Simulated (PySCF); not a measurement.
Ionisation energy of Hf⁵¹⁺ by level of theory

Hf⁵¹⁺ [Ar] 3d3 (4F) → Hf⁵²⁺ [Ar] 3d2 (3F), as a difference of total energies. Computed with PySCF 2.14 in an uncontracted even-tempered set (17 s from 12 bohr⁻², ratio 2.5; 12 p from 15 bohr⁻², ratio 2.5; 7 d from 15 bohr⁻², ratio 2.5; 4 f from 56 bohr⁻², ratio 2.7; 3 g from 84 bohr⁻², ratio 2.7), with scalar relativity by spin-free X2C-1e. Correlated levels: outer shells: [Ne] frozen; virtual orbitals above 40 to 60 times the deepest correlated orbital energy dropped. The calculations carry no spin-orbit coupling.

| method | ionisation energy (eV) |
| --- | --- |
| UHF | 4678.3 |
| LDA | 4676.9 |
| PBE | 4677.1 |
| PBE0 | 4677.8 |
| r2SCAN | 4679.5 |
| TPSSh | 4675.7 |
| PBEsol | 4676.7 |
| MP2 (outer shells) | 4678.3 |
| SCS-MP2 (outer shells) | 4677.9 |

Spin-orbit coupling is strong in these open shells (close to jj coupling). The scalar numbers leave it out and a first-order estimate fails, so it can dominate the gap to the real levels.

Breit and QED terms and the two-electron picture change are absent.

For comparison: 4703 ± 4 eV (theoretical estimate listed by NIST; NIST Atomic Spectra Database, ionization energies).
